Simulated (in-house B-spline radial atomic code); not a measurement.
## Ionising Mo⁴⁺ with different functionals

Computed with a radial B-spline atomic code at the basis-set limit: non-relativistic Hamiltonian, point nucleus, spin-polarised at highest spin, spherical fractional occupations for the functionals, and exact exchange of hybrids averaged over the configuration. The ionisation energy is the difference of two self-consistent energies, [Kr] 4d2 → [Kr] 4d1, without Breit or QED terms; ε is the level of the shell that loses the electron (its least bound occupied spin orbital). There is no spin-orbit coupling in this Hamiltonian.

```
   method                    rung  ΔSCF (eV)  -ε(4d) (eV)
     PBE0           global hybrid      54.71        49.56
    B3LYP           global hybrid      54.70        49.14
    TPSSh           global hybrid      54.59        48.31
   M06-2X           global hybrid      54.53        51.53
BHandHLYP           global hybrid      54.50        51.23
  r2SCAN0           global hybrid      54.58        49.52
    B97-1           global hybrid      54.54        49.05
    HSE06  range-separated hybrid      54.68        49.12
    wB97X  range-separated hybrid          ?            ?
CAM-B3LYP  range-separated hybrid      54.67        51.00
  LC-wPBE  range-separated hybrid          ?            ?
```

Question: What does LC-wPBE give?

Answer: ΔSCF 54.75 eV, and -ε(4d) = 52.56 eV.

Question: What does wB97X give?

Answer: ΔSCF 54.40 eV, and -ε(4d) = 51.92 eV.

Question: Among the functionals, which spreads more, the ΔSCF values or the orbital energies?

Answer: The orbital energies: ΔSCF values span about 0.34 eV and the orbital energies 4.26 eV; here energy differences depend much less on the functional than eigenvalues do.

Question: How do they compare with the NIST value?

Answer: NIST lists 54.42 eV ± 0.019 (semi-empirical, ground level to ground level). Errors run from -0.01 to +0.33 eV; wB97X is closest (-0.01 eV), but part of that can be cancellation, since the calculations leave out relativity, Breit-QED terms, multiplet and fine-structure energies.
